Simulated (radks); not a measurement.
Values are calculated unless marked as measured or tabulated.
Question: These are the eigenvalues of the occupied orbitals of an atom or ion with whole-number occupations (hartree). Code: a radial shooting solver on a logarithmic mesh with Libxc functionals. Model: scalar-relativistic Kohn-Sham, exchange-only PBE, spin-polarised, spherical densities, finite nucleus; Fermi nuclear charge, rms radius of each element as measured or else 0.836 A^(1/3) + 0.57 fm.

orbital  eigenvalue
1s down   -2823.113
1s up     -2823.112
2s up     -515.6519
2s down   -515.6435
2p up     -451.5591
2p down   -451.5528
3s up     -140.8686
3s down   -140.6041
3p up     -122.1091
3p down   -121.8414
3d up     -101.4391
3d down   -101.2356
4s up     -49.41526
4s down   -48.98449
4p up     -43.02031
4p down   -42.60863
4d up     -35.24179
4d down   -34.83639
4f up     -26.71586

Which element is it, and in what charge state? The configuration may be excited. Open shells, if any, are filled with parallel spins first.

Answer: Z = 77, iridium, charge +24: Ir24+ in [Kr] 4d10 4f7. The list shows which subshells hold electrons but not how many an open one holds; the 1s level, -2823.1 hartree, gives Z - s = 75.1 by -(Z - s)^2/2, which with screening and relativity narrows Z to a few neighbours, and the depths of the outer levels then fix element, charge and occupations together.
